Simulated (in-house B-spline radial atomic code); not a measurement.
# Functionals against ionisation energies along an isoelectronic series: Yb⁺ to Re⁶⁺

Ionisation energies as differences of self-consistent total energies from a B-spline radial code for spherical atoms: all electrons, radial basis limit, scalar-relativistic (one-electron X2C), spin-polarised at highest spin, spherical densities; exact exchange is averaged over the determinants of each configuration. No spin-orbit coupling, Breit or QED terms. NIST's values run from ground level to ground level, so in open shells the differences also hold multiplet and fine-structure energies that spherical high-spin averages miss. Columns give computed minus NIST, in eV; a star marks a semi-empirical value. Species are left out where the tabulated value is theory, is uncertain by more than 0.12 eV, or (13 ions, such as In⁴⁺, Te⁴⁺ and Bi⁴⁺) lies off its series for all methods alike, which flatters the means a little.

```csv
species,shell,NIST (eV),LDA exchange-only,BP86,TPSSh,M06-2X
Yb⁺,6s,12.18,-0.25,+0.29,-0.16,-0.05
Lu²⁺,6s,20.96,-0.25,+0.31,-0.15,-0.02
Hf³⁺,5d,33.37 ± 0.03*,-1.40,-0.33,-0.52,-0.32
Ta⁴⁺,5d,48.27 ± 0.03*,?,?,?,?
W⁵⁺,5d,64.77 ± 0.04*,-1.93,-0.69,-0.85,-0.45
Re⁶⁺,5d,82.71 ± 0.05*,-2.12,-0.81,-0.97,-0.48
```

**Question.** What are the differences for Ta⁴⁺ ([Xe] 4f14 5d1)?

**Answer.** LDA exchange-only -1.68; BP86 -0.51; TPSSh -0.69; M06-2X -0.39 eV.

**Question.** How do the methods rank, and which species is hardest?

**Answer.** Mean absolute (signed) differences: M06-2X 0.29 (-0.29) eV; BP86 0.49 (-0.29) eV; TPSSh 0.56 (-0.56) eV; LDA exchange-only 1.27 (-1.27) eV. For Re⁶⁺, which loses a 5d electron, the nearest method is off by -0.48 eV, the largest such miss.
